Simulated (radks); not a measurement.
The numbers below are computed, except where a source is named.
Species: Pr49+. Configuration: [Ne] (the NIST ground configuration). Level of theory: scalar-relativistic Kohn-Sham, PBEsol, spin-polarised, spherical densities, finite nucleus; Fermi nuclear charge, rms radius 4.8919 fm (a radial shooting solver on a logarithmic mesh with Libxc functionals).

Unscreened Slater integrals over Kohn-Sham orbitals (cm^-1). They are taken over the spin-up orbitals.

integral,value
"F0(2p,2p)",2256400
"F2(2p,2p)",1072900
"F0(2p,2s)",2074900
"G1(2p,2s)",1178000
"F0(2p,1s)",3065400
"G1(2p,1s)",587850
"F0(2s,2s)",1960900
"F0(2s,1s)",2765100
"G0(2s,1s)",278980
"F0(1s,1s)",8618100
